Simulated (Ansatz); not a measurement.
`C=[CH][Ga]([Cl])[Cl]` + CH₃NH₂ → `C[NH][Ga]([Cl])[Cl]` + `C=C` at 700 K and 1 bar (ligand exchange at a Ga–C bond).

Program: Ansatz. Geometries: PBE0-D4/def2-TZVP. ΔE: electronic, gas phase. CCSD(T)/CBS adds triple-zeta CCSD(T) − MP2 to the extrapolated MP2 energy (def2 sets, frozen cores). This one scheme is used for every species. For Ga outer-core shells are correlated without core-valence functions, which leaves a few kJ/mol of doubt a bond. Scalar relativity is left out up to krypton. One conformer a species, not always the lowest.

```
               species  CCSD(T)/CBS energy (Eh)  H − E (kJ/mol)  S (J/(mol·K))
`C=[CH][Ga]([Cl])[Cl]`              -2921.50169           187.4          468.9
                CH₃NH₂                -95.75281           207.6          296.6
 `C[NH][Ga]([Cl])[Cl]`              -2938.78787           224.3          485.8
                 `C=C`                -78.48111           168.9          268.4
```

H − E and S are ideal-gas, rigid-rotor, harmonic terms from PBE0-D4/def2-TZVP, for one conformer and one mirror image of each species. 1 Eh = 2625.50 kJ/mol, R = 8.31446 J/(mol·K).

Problem. By hand: ΔE, ΔH, ΔS and ΔG.

Solution. ΔE = (-2938.78787) + (-78.48111) − (-2921.50169) − (-95.75281) = -0.01448 Eh = -38.0 kJ/mol. Δ(H − E) = 224.3 + 168.9 − 187.4 − 207.6 = -1.8, so ΔH = -39.8 kJ/mol. ΔS = 485.8 + 268.4 − 468.9 − 296.6 = -11.3 J/(mol·K). ΔG = -39.8 − 700 × (-11.3)/1000 = -31.9 kJ/mol.

Problem. By hand: the equilibrium constant, and the temperature at which ΔG would vanish if ΔH and ΔS stayed fixed.

Solution. log₁₀ K = −ΔG/(RT ln 10) = 2.4. ΔG = 0 at ΔH/ΔS = 3522 K, far beyond where these terms or the molecules hold.

The number of gas molecules stays the same, so ΔS is small and ΔH decides. A doubt of 5 kJ/mol in ΔE shifts log₁₀ K by 0.4 here. Other conformers and mirror images would add mixing entropy, several J/(mol·K) or more a flexible species. These are equilibria of isolated gas molecules and say nothing of rates. Largest T1 diagnostic: 0.012 (customary marks: 0.02 for closed shells, 0.045 for open ones).
